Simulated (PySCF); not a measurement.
Ga(F)2(SeH) (F₂GaHSe), SMILES [F][Ga]([SeH])[F].

Geometry optimised at ωB97X-D3(BJ)/def2-SVP. The structure was generated by enumeration; whether it is a known compound was not checked. One conformer was computed; it need not be the lowest.

Two levels are set side by side: PBE/def2-TZVPD (PySCF) and PBE0/def2-TZVPD (PySCF). Same geometry, gas phase. Differences are taken from unrounded values.

```
quantity                       PBE
---------------------------  -----
orbital gap (eV)              4.26
highest occupied level (eV)  -7.05
lowest empty level (eV)      -2.79
dipole moment (D)             2.54
mean polarisability (bohr³)   57.3
```

Task: These are the PBE values. What does PBE0 give? (An estimate is asked for; the answer gives what the named calculation found.)

Result: 
```tsv
quantity	PBE0	PBE minus PBE0
orbital gap (eV)	6.32	-2.06
highest occupied level (eV)	-8.22	1.17
lowest empty level (eV)	-1.89	-0.89
dipole moment (D)	2.57	-0.03
mean polarisability (bohr³)	54.0	3.4
```

PBE's occupied levels lie high since its potential decays too fast outside the molecule; exact exchange lowers them and widens the gap. Loosely held outer electrons make PBE densities more polarisable. Differences between two approximate levels are no errors against the true value.

Rough cost on one machine, each run with all the roots and properties that it gave: PBE0 against PBE within a factor of 2.
